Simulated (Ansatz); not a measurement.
Reaction (silylene formation by 1,1-elimination): `C[SiH2][SnH3]` → `[CH3][SnH3]` + `[SiH2]`

Computed with Ansatz on PBE0-D4/def2-TZVP structures; ΔE is electronic, products minus reactants. CCSD(T)/CBS is the MP2 limit (def2-TZVPP, def2-QZVPP) plus CCSD(T) − MP2 in def2-TZVPP, frozen cores. This one scheme is used for every species. Functionals use def2-TZVPP. B3LYP here is the variant with VWN-RPA as its local correlation; programs differ in this. Elements past krypton have def2 core potentials. For Sn outer-core shells are correlated without core-valence functions, which leaves a few kJ/mol of doubt a bond.

CCSD(T)/CBS gives +277.3 kJ/mol.

Question: Another level gave +297.0 kJ/mol. Which?
A. PBE-QIDH/def2-TZVPP
B. B3LYP-D4/def2-TZVPP
C. BHLYP-D4/def2-TZVPP
D. r2SCANh-D4/def2-TZVPP

Answer: A. PBE-QIDH 297.0, BHLYP-D4 284.1, B3LYP-D4 275.3, r2SCANh-D4 303.7 kJ/mol.

Largest T1 diagnostic among the species: 0.014.

The D4 term adds +12.5 kJ/mol with B3LYP and +6.9 kJ/mol with PBE0; it sums over pairs of atoms, weighted by their polarisabilities, and B3LYP, whose exchange is more repulsive, gets the larger term. In def2-TZVPP, CCSD(T) changes the Hartree–Fock value by +14.0 kJ/mol (the triples alone add +4.2 kJ/mol) and MP2 by +32.4 kJ/mol.
